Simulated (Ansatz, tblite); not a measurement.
Removing an electron: Cu3F4⁻ (the lowest singlet isomer of a short search). Charge -1, multiplicity 1. Geometry: r2SCAN-D4/def2-SVPD. Ansatz, gas phase; energy differences of separate SCF runs; the oxidised species was run as a doublet alone.

```xyz
7

Cu   -0.854   -0.151    2.273
Cu    0.736   -0.015   -2.319
Cu    0.294    0.417    0.114
F    -1.099    1.228    1.051
F    -0.179    0.240   -3.819
F    -0.659   -1.428    3.492
F     1.761   -0.290   -0.793
```

The xTB rows come from tblite. The structure comes from a short search, and lower isomers may exist.

```csv
level,−HOMO (eV),vertical IE (eV),−LUMO (eV),HOMO–LUMO gap (eV),remarks
GFN1-xTB,6.74,9.03,4.08,2.66,–
PBE0-D4/def2-TZVPD,2.94,4.58,-2.03,4.96,spin-contaminated (⟨S²⟩ 0.83) (doublet)
```

Q: Estimate the rows for GFN2-xTB, PBE-D4/def2-TZVPD.

A: 
```json
{"level": "GFN2-xTB", "−HOMO (eV)": "5.59", "vertical IE (eV)": "8.73", "−LUMO (eV)": "-0.62", "HOMO–LUMO gap (eV)": "6.21"}
{"level": "PBE-D4/def2-TZVPD", "−HOMO (eV)": "1.40", "vertical IE (eV)": "4.17", "−LUMO (eV)": "-1.05", "HOMO–LUMO gap (eV)": "2.45"}
```

  Raw xTB energy differences between charge states are shifted by several eV; the methods need an empirical correction for them.
